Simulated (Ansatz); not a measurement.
A set of 12 reactions (atomization), with CCSD(T)/CBS values in kJ/mol:

| reaction | ΔE |
| --- | --- |
| `C=[CH][GeH3]` → 2 C• + Ge• + 6 H• | 3114.9 |
| `[CH3][Al]([NH2])[SH]` → Al• + C• + 6 H• + N• + S• | 3454.4 |
| `C=NC(=O)OBCl` → B• + 2 C• + Cl• + 3 H• + N• + 2 O• | 4302.7 |
| `[OH][Ga-]([OH])([OH])[PH3+]` → Ga• + 6 H• + 3 O• + P• | 3580.9 |
| `C[SiH2][Al]([F])[F]` → Al• + C• + 2 F• + 5 H• + Si• | 3671.9 |
| `C=C1[SiH2]C1O` → 3 C• + 6 H• + O• + Si• | 4123.6 |
| `FC(F)C(F)C(F)(F)F` → 3 C• + 6 F• + 2 H• | 4495.7 |
| `C=C1[SiH2]S1` → 2 C• + 4 H• + S• + Si• | 2938.6 |
| `[CH3][Ge]([OH])([OH])[GeH3]` → C• + 2 Ge• + 8 H• + 2 O• | 4383.2 |
| `C=CC(F)Cl` → 3 C• + Cl• + F• + 4 H• | 3541.5 |
| `O[SiH2]/N=C/F` → C• + F• + 4 H• + N• + O• + Si• | 3443.3 |
| `C[SiH2]C[S][AlH2]` → Al• + 2 C• + 9 H• + S• + Si• | 4649.9 |

Computed with Ansatz on PBE0-D4/def2-TZVP structures; ΔE is electronic, products minus reactants. CBS: MP2 limit from def2 TZ/QZ plus the TZ coupled-cluster correction, frozen cores. Small cases extrapolate CCSD(T) itself. DFT in def2-TZVPP. B3LYP here is the variant with VWN-RPA as its local correlation; programs differ in this. Open shells (•) are unrestricted, without spin–orbit coupling. Spin–orbit coupling would lower the free atoms: a little for Al, B, C, Cl, F, O, S, Si; clearly for Ga, Ge. For Ga, Ge outer-core shells are correlated without core-valence functions, so the limit isn't a true one: a few kJ/mol of doubt a bond, and 10 to 20 or more in all where bonds break to atoms. Scalar relativity is left out up to krypton. Each species was taken in one conformer, which may not be the lowest.

Give the mean, mean absolute and largest difference (level minus CCSD(T)/CBS, kJ/mol) for: PBE-D4, r2SCAN-D4, PBE0-D4, B3LYP-D4, PBE, r2SCAN, PBE0, B3LYP, MP2/def2-TZVPP, SCS-MP2/def2-TZVPP, CCSD(T)/def2-TZVPP, HF/def2-QZVPP, HF/CBS(def2), MP2/CBS(def2). (Best estimate.)

Computed: 
```json
{"level": "PBE-D4", "mean": "79.8", "mean absolute": "80.2", "largest": "226.4"}
{"level": "r2SCAN-D4", "mean": "11.2", "mean absolute": "22.7", "largest": "57.6"}
{"level": "PBE0-D4", "mean": "-7.0", "mean absolute": "41.5", "largest": "-93.7"}
{"level": "B3LYP-D4", "mean": "-15.0", "mean absolute": "22.4", "largest": "-60.1"}
{"level": "PBE", "mean": "58.2", "mean absolute": "74.2", "largest": "204.4"}
{"level": "r2SCAN", "mean": "5.9", "mean absolute": "22.4", "largest": "51.6"}
{"level": "PBE0", "mean": "-25.3", "mean absolute": "45.0", "largest": "-114.3"}
{"level": "B3LYP", "mean": "-49.8", "mean absolute": "49.8", "largest": "-104.1"}
{"level": "MP2/def2-TZVPP", "mean": "-25.4", "mean absolute": "46.2", "largest": "-96.2"}
{"level": "SCS-MP2/def2-TZVPP", "mean": "-55.5", "mean absolute": "55.5", "largest": "-87.7"}
{"level": "CCSD(T)/def2-TZVPP", "mean": "-102.3", "mean absolute": "102.3", "largest": "-127.6"}
{"level": "HF/def2-QZVPP", "mean": "-1095.4", "mean absolute": "1095.4", "largest": "-1424.8"}
{"level": "HF/CBS(def2)", "mean": "-1094.6", "mean absolute": "1094.6", "largest": "-1424.1"}
{"level": "MP2/CBS(def2)", "mean": "76.9", "mean absolute": "76.9", "largest": "208.9"}
```

The largest T1 diagnostic in the set is 0.023, for `C=C1[SiH2]C1O` (customary mark 0.02).

CCSD(T)/CBS is a level of theory with its own doubt, and the functionals carry their triple-zeta basis error, so these figures describe this set and don't rank the functionals.
